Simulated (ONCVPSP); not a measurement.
# Scattering properties, ONCV potential for cadmium (Cd)

ONCVPSP 4.0.1 input, shortened (lines: element, Z, core and valence counts, functional; n l f; lmax; l rc ep ncon nbas qcut; lloc lpopt rc5 dvloc0; l nproj debl; icmod fcfact rcfact), PBEsol, fully relativistic:

```
  Cd 48.00    6    4  -116133      upf
    1    0    2.00
    2    0    2.00
    2    1    6.00
    3    0    2.00
    3    1    6.00
    3    2   10.00
    4    0    2.00
    4    1    6.00
    4    2   10.00
    5    0    2.00
    2
    0    1.20    0.00    4    8    9.70
    1    1.00    0.00    3    7    7.10
    2    1.45    0.00    4    8   10.70
    4    5    0.70    0.00
    0    2    2.20
    1    3    2.60
    2    3    2.70
    0    0.00    0.00
```

Open shells are filled in proportion to 2j + 1.

The phase is arctan(r·R′/R) of the radial function R(r), unwrapped; energies in Ha, scanned from -5 to 5 Ha. A pole is an energy at which the radial function vanishes at the test radius. The pseudo phase is shifted by a multiple of π to meet the all-electron one at the reference energy, and phase errors are pseudo minus all-electron; the curves can meet again beyond the range given. Levels narrower than the energy grid can be missing from the lists of poles. Where the grid stepped over a known ghost or core level, its pole and its step of π were put in at the level’s energy.

Q: For each channel, where are the poles, and over which energies does the pseudopotential scatter like the atom?

A:

| channel | radius (bohr) | reference energy (Ha) | poles, all-electron | poles, pseudo | unbroken range about the reference energy with phases within 0.05 rad | phase error 1 Ha above the reference energy (rad) |
| --- | --- | --- | --- | --- | --- | --- |
| s | 1.22 | -0.21 | -2.17 | -2.17, -1.19 | above -1.2 | +0.000 |
| p3/2 | 1.01 | -2.39 | 3.24 | 3.24 | the whole range | +0.000 |
| p1/2 | 1.01 | -2.61 | 2.59 | 2.59 | the whole range | +0.000 |
| d5/2 | 1.47 | -0.42 | 0.97 | 0.97 | the whole range | +0.000 |
| d3/2 | 1.47 | -0.45 | 0.91 | 0.91 | the whole range | +0.000 |

Note: ghosts flagged at negative energy: s at -32.5 eV; GHOST(+) flagged for p3/2 at 553.9 eV. A true bound ghost makes a file unfit for plane-wave use.

Phases in the d5/2 channel:

```
E (Ha)  all-electron  pseudo
 -4.96         1.268   1.268
 -4.48         1.242   1.242
 -4.00         1.208   1.208
 -3.52         1.163   1.163
 -3.04         1.097   1.097
 -2.56         0.995   0.995
 -2.08         0.814   0.814
 -1.60         0.437   0.437
 -1.12        -0.296  -0.296
 -0.64        -0.955  -0.955
 -0.16        -1.274  -1.274
  0.32        -1.439  -1.439
  0.80        -1.542  -1.542
  1.28        -1.618  -1.618
  1.76        -1.684  -1.684
  2.24        -1.750  -1.750
  2.72        -1.823  -1.823
  3.20        -1.917  -1.917
  3.68        -2.054  -2.054
  4.16        -2.286  -2.286
  4.64        -2.721  -2.721
```
